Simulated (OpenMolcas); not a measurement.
An OpenMolcas run meant for Tm⁴⁺ (ANO-RCC-VDZ, DKH2; inactive shells 1s 2s 2p 3s 3p 3d 4s 4p 4d 5s 5p; intended active space 11 electrons in 7 orbitals (4f)). One step of its input:

```
&RASSCF
FileOrb=start.orb
Symmetry=2
Spin=4
nActEl=11 0 0
Inactive=15 12
Ras2=0 7
CIRoot=37 37 1
SDav=35
CIMx=300
Iter=96 100
PrWF=0.3
OrbListing=Nothing
MaxOrb=0
Atom
>>> COPY $Project.JobIph JOB001
```

Lines from the output:

```
...
      Number of secondary orbitals              25
      Spin quantum number                      1.5
      State symmetry                             2
Orbital specifications:
      -----------------------

      Symmetry species                           1   2
                                                ag  au
      Frozen orbitals                            0   0
      Inactive orbitals                         15  12
      Active orbitals                            0   7
      RAS1 orbitals                              0   0
      RAS2 orbitals                              0   7
      RAS3 orbitals                              0   0
      Secondary orbitals                        12  13
      Deleted orbitals                           0   0
      Number of basis functions                 27  32
      Number of CSFs                            35
      Number of root(s) required                37
 ************ ERROR ***********
  You can't ask for more roots
  than there are configurations
 ******************************
--- Stop Module: rasscf at  /rc=_RC_INPUT_ERROR_ ---
.####################.
.# User input error #.
.####################.
```

Q: What is wrong with the input?

A: CIRoot asks for more roots than the active space has configuration state functions.
